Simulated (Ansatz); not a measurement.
Abridged output of a molecular run in Ansatz:

```
Functional definition: HF
1720 factors; integrals over basis functions are off by at most 7.5e-4 eV
mean field evaluation 1: about -31605.5828 eV, gradient 1.8e1 eV
mean field evaluation 2: about -31605.8493 eV, gradient 1.9e1 eV
mean field evaluation 4: about -31608.2320 eV, gradient 9.4e-1 eV
mean field evaluation 8: about -31608.2309 eV, gradient 6.1e-2 eV
mean field -31608.23093671 eV, -1161.5810620957 hartree, gradient 1.1e-6 eV, S^2 0.000000; 0 other end points of the search recorded, 0 dependent functions left out
20 core orbitals not correlated: weight in the atoms' cores, before any rotation towards them, 1.000 or more for the frozen orbitals, at most 0.000 for the correlated occupied ones
reference -31608.23093671 eV, -1161.5810620957 hartree; 13, 13 occupied and 275, 275 virtual orbitals, 1720 factors
second order -13.97878374 eV of doubles, -0.00000000 eV of singles
cycle   1  -15.72527247 eV  change    -1.7e0 eV  update   1.0e-1
cycle   2  -16.36470664 eV  change   -6.4e-1 eV  update   3.4e-2
cycle   3  -16.40979417 eV  change   -4.5e-2 eV  update   1.1e-2
cycle   4  -16.40233436 eV  change    7.5e-3 eV  update   3.8e-3
cycle   5  -16.40028904 eV  change    2.0e-3 eV  update   1.0e-3
cycle   6  -16.40010388 eV  change    1.9e-4 eV  update   3.1e-4
cycle   7  -16.40014689 eV  change   -4.3e-5 eV  update   7.4e-5
cycle   8  -16.40017094 eV  change   -2.4e-5 eV  update   2.4e-5
perturbative correction -0.58204740 eV, -0.0213898473 hartree
Total energy: -31625.21315505 eV, -1162.2051471088 hartree
```

Its atoms:

Z-matrix (Å, degrees):
```
Si
Si 1 2.338
H 1 1.488 2 111.3
H 1 1.488 2 109.6 3 120.3
H 1 1.488 2 109.9 3 -120.5
Si 2 2.338 1 109.8 3 177.7
H 2 1.490 1 109.3 3 -62.8
H 2 1.490 1 109.9 3 55.8
Si 6 2.338 2 109.8 1 56.7
H 6 1.490 2 109.1 1 -63.1
H 6 1.490 2 110.6 1 178.1
H 9 1.488 6 111.3 2 177.5
H 9 1.488 6 109.6 2 -62.2
H 9 1.488 6 109.9 2 57.0
```

(1) Which basis set was used?
A. def2-QZVPP
B. def2-TZVPP
C. def2-SVP
D. def2-SVPD

(2) Write the keys of the input that set method, charge and spin (a neutral closed shell needs none for the last two).

Results:

(1) B. It gives 308 functions.

(2) 
```yaml
correlation: {method: ccsd_t}
```
